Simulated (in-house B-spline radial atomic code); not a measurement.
Values are calculated unless marked as measured or tabulated.
## Br in an electron gas of r_s = 1.8: phase shifts, screening and friction

A nucleus sits in a uniform electron gas with a rigid positive background. The Kohn-Sham equations are solved self-consistently in the spin-unpolarised LDA (PW92), non-relativistic, on B-splines with outgoing waves at the boundary and partial waves to l = 8. The model has no lattice, no bands and no magnetic solution. Atomic units; δ_l are the phase shifts at the Fermi level, counted so that each bound state adds π, and good to about 0.0005.

The density parameter is r_s = 1.8 bohr.

```json
{"l": "0", "δ_l (rad)": "10.5470"}
{"l": "1", "δ_l (rad)": "8.0230"}
{"l": "2", "δ_l (rad)": "3.8567"}
{"l": "3", "δ_l (rad)": "0.1158"}
{"l": "4", "δ_l (rad)": "0.0219"}
{"l": "5", "δ_l (rad)": "0.0050"}
{"l": "6", "δ_l (rad)": "0.0012"}
{"l": "7", "δ_l (rad)": "0.0004"}
{"l": "8", "δ_l (rad)": "0.0002"}
```

Bound levels below the band bottom (hartree): s -7.96, p -5.85, d -2.074, s -0.3659, p -0.0002183 and deeper ones.

Q: Check the Friedel sum rule, and say where the screening charge sits.

A: k_F = (9π/4)^(1/3)/r_s = 1.06620. The rule is Z = (2/π) Σ (2l + 1) δ_l. The terms are s 6.714, p 15.323, d 12.276, f 0.516 and 0.176 beyond, in all 35.006 against Z = 35. Bound states hold 8 s, 18 p, 10 d electrons, so the scattering states carry -0.99 in all; where a term is smaller than its bound count, the bound level has drawn weight out of the band.

Q: Find the transport cross section and the electronic stopping of a 10 keV Br ion (mass 79.9 u).

A: σ_tr = (4π/k_F²) Σ (l + 1) sin²(δ_l − δ_(l+1)). The terms for l = 0 to 3 are 0.3353, 1.4606, 0.9545, 0.0352, all together 2.7871, so σ_tr = 11.054 × 2.7871 = 30.809 bohr². With n = 3/(4π r_s³) = 0.04093, the friction coefficient is Q = n k_F σ_tr = 1.3447. For v well below v_F = 1.066, dE/dx = Q v; with 24801 eV per u at v = 1, v = √(10000/(24801 × 79.9)) = 0.0710, so dE/dx = 0.09552 hartree/bohr = 49.1 eV/nm. The largest term couples the p and d waves.
